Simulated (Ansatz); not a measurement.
Molecule: sum formula H₅SiN₂O (charge 0, doublet). It need not be the lowest isomer of its formula. 
Geometry from a B3LYP-D3(BJ)/def2-TZVP (Ansatz, a program for electronic structure) optimisation:
SMILES: N[Si](N)O
```xyz
9

N     -0.8198    -1.1948     0.7906
Si     0.0672     0.1991     0.3257
N      1.3859    -0.3835    -0.6052
O     -0.6305     1.2907    -0.7229
H     -1.4337    -1.1924     1.5876
H     -1.0516    -1.9204     0.1261
H      1.8919     0.2432    -1.2112
H      1.9721    -1.1189    -0.2442
H     -1.2380     1.9237    -0.3321
```
Charge 0, spin multiplicity 2.

Basis-set convergence of Hartree-Fock and CCSD correlation energies (hartree) with Ansatz. Correlated levels leave the core frozen unless marked. Open shells are spin-unrestricted. No spin-orbit coupling. No relativistic terms.

```
basis        functions       E(HF)  E(corr, CCSD)
-----------  ---------  ----------  -------------
cc-pV(D+d)Z         90  -475.68497       -0.64150
cc-pV(T+d)Z        199  -475.77950       -0.79500
cc-pV(Q+d)Z        379  -475.80010       -0.84588
```

Extrapolating the two largest sets (X = 3 and 4) as X^-3: E(corr) = (64·(-0.84588) - 27·(-0.79500))/37 = -0.8830 Eh, an estimate of the basis-set limit. The largest set recovers 95.8 % of it, the smallest 72.6 %.
